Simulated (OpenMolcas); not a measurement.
# Levels of Nd⁺ by method

```json
{"Program": "OpenMolcas", "Basis": "ANO-RCC-VTZP [8s7p5d3f2g1h]", "Scalar Hamiltonian": "DKH2, point nucleus", "Active space": "5 electrons in 8 orbitals (4f 6s)", "State averaging": "2S+1 = 6 even, 35 roots (30 in the spin-orbit step); 2S+1 = 4 even, 136 roots kept (CI in the orbitals of an earlier block); 2S+1 = 2 even, 137 roots kept (CI in the orbitals of an earlier block, 130 in the spin-orbit step)", "Spin-orbit coupling": "state interaction with AMFI integrals over the reference wave functions, term energies averaged over their components"}
```

Methods on the same reference wave functions:
A. CASSCF
B. SS-CASPT2, IPEA 0.25 Eh, imaginary shift 0.1 Eh (closed shells correlated: 5s 5p)
C. MS-CASPT2, IPEA 0.25 Eh, imaginary shift 0.1 Eh (closed shells correlated: 5s 5p)

Energies in cm⁻¹ above 4f⁴ 6s ⁶I_7/2, the measured ground level; measured values from NIST Handbook of Basic Atomic Spectroscopic Data.

```json
{"Level": "4f⁴ 6s ⁶I_7/2", "A": "0.0", "B": "0.0", "C": "0.0", "Measured": "0.0"}
{"Level": "4f⁴ 6s ⁶I_9/2 [59 %]", "A": "639", "B": "423", "C": "423", "Measured": "513"}
{"Level": "4f⁴ 6s ⁶I_11/2 [74 %]", "A": "1615", "B": "1483", "C": "1483", "Measured": "1470"}
{"Level": "4f⁴ 6s ⁴I_9/2(1) [59 %]", "A": "2183", "B": "1530", "C": "1530", "Measured": "1650"}
{"Level": "4f⁴ 6s ⁶I_13/2", "A": "2784", "B": "2720", "C": "2720", "Measured": "2585"}
{"Level": "4f⁴ 6s ⁴I_11/2(1) [74 %]", "A": "3728", "B": "3020", "C": "3020", "Measured": "3067"}
{"Level": "4f⁴ 6s ⁶I_15/2", "A": "4087", "B": "4070", "C": "4070", "Measured": "3802"}
{"Level": "4f⁴ 6s ⁴I_13/2(1)", "A": "5333", "B": "4570", "C": "4570", "Measured": "4512"}
{"Level": "4f⁴ 6s ⁶I_17/2", "A": "5488", "B": "5510", "C": "5510", "Measured": "5086"}
{"Level": "4f⁴ 6s ⁴I_15/2(1)", "A": "6992", "B": "6180", "C": "6180", "Measured": "5986"}
{"Level": "4f⁴ 6s ⁶F_1/2", "A": "14372", "B": "11830", "C": "11810", "Measured": ""}
{"Level": "4f⁴ 6s ⁶F_3/2", "A": "14597", "B": "12020", "C": "12000", "Measured": ""}
{"Level": "4f⁴ 6s ⁶F_5/2", "A": "15009", "B": "12420", "C": "12400", "Measured": ""}
{"Level": "4f⁴ 6s ⁶F_7/2", "A": "15630", "B": "13060", "C": "13040", "Measured": ""}
{"Level": "4f⁴ 6s ⁶S_5/2", "A": "16079", "B": "13540", "C": "13730", "Measured": ""}
{"Level": "4f⁴ 6s ⁴F_3/2(1)", "A": "16184", "B": "12790", "C": "12790", "Measured": ""}
{"Level": "4f⁴ 6s ⁶F_9/2", "A": "16399", "B": "13840", "C": "13820", "Measured": ""}
{"Level": "4f⁴ 6s ⁴F_5/2(1)", "A": "16987", "B": "13630", "C": "13620", "Measured": ""}
{"Level": "4f⁴ 6s ⁶F_11/2", "A": "17420", "B": "14910", "C": "14880", "Measured": ""}
{"Level": "4f⁴ 6s ⁴K_11/2", "A": "17555", "B": "16590", "C": "16590", "Measured": ""}
{"Level": "4f⁴ 6s ⁴S_3/2", "A": "17693", "B": "14190", "C": "14190", "Measured": ""}
{"Level": "4f⁴ 6s ⁴F_7/2(1)", "A": "17877", "B": "14530", "C": "14530", "Measured": ""}
{"Level": "4f⁴ 6s ⁴K_13/2 [55 %]", "A": "17963", "B": "16810", "C": "16810", "Measured": ""}
{"Level": "4f⁴ 6s ⁴K_15/2 [73 %]", "A": "18892", "B": "17830", "C": "17830", "Measured": ""}
```

Deviations, from unrounded energies. A percentage is the sum of absolute deviations over the sum of measured energies, with the sign that they share, or ± where signs differ.

```tsv
Against measurement	Levels	A	B	C
mean absolute deviation (cm-1)	9	460	150	150
fine structure of the ground term (%)	5	+8.6	±6.9	±6.9
other terms of the ground configuration (%)	4	+19.9	±2.7	±2.7
```

B, C lie about equally close to measurement and A furthest from it. The largest miss of B in the table is 4f⁴ 6s ⁶I_17/2, by +420 cm-1. The ranking rests on the paired levels alone, and a cruder setting can come out closer through cancelling errors.

Between B and C the level of the table that moves most is 4f⁴ 6s ⁶S_5/2, by 190 cm-1 (lowest in B, highest in C). Moves below CASPT2's spread within the term are not significant.

The two smallest mean deviations differ by little beside CASPT2's spread within terms, so their order carries little weight.

From A to B the spin-free energies of the other terms of 4f⁴ 6s shown, above ⁶I, scale by factors of 0.46 to 0.94.

The lowest spin-free term lies below A's lowest term by 0.394 hartree in B, 0.394 hartree in C.

Term energies are means over components that CASPT2 splits; among the terms shown or strongly mixed into the levels shown the widest spread is 1700 cm-1 (4f⁴ 6s ⁶I, C). High states are left out of the spin-orbit mixing, which shifts the levels that they would mix with. Terms from blocks run as CI alone lack orbitals of their own. Without dynamic correlation excited terms often stand tens of per cent too high (terms of higher spin than the ground term too low), and those without a measured partner can miss by more than the paired ones (holds for A). Some levels mix across a computed gap that differs much from the measured one, so their mixing is not that of the real levels (holds for A). The CASPT2 spread within a term exceeds the gap to the next term for 4f⁴ 6s ⁶I and 4f⁴ 6s ⁴I(1), 4f⁴ 6s ⁶F and 4f⁴ 6s ⁶S, 4f⁴ 6s ⁴S and 4f⁴ 6s ⁴F(1), so the order of their levels is uncertain, and so are names and mixing where such terms share a J (holds for B; C). Blocks of more than 70 roots (2S+1 = 4 even, 2 even) ran without multistate coupling (holds for C). Computed and measured levels are paired by configuration, term and J; levels that our copy of the source lacks, or whose pairing is in doubt (as where it misses far off the trend of its configuration), stay unpaired and out of the deviations. Levels of configurations outside the active space are missing. The table leaves out levels that lie high or whose names do not pair safely across all columns.

A share in square brackets marks a mixed level and gives the weight of the term that names it, the lowest over the columns. A number in round brackets counts repeated terms of one configuration in the order of the reference energies.
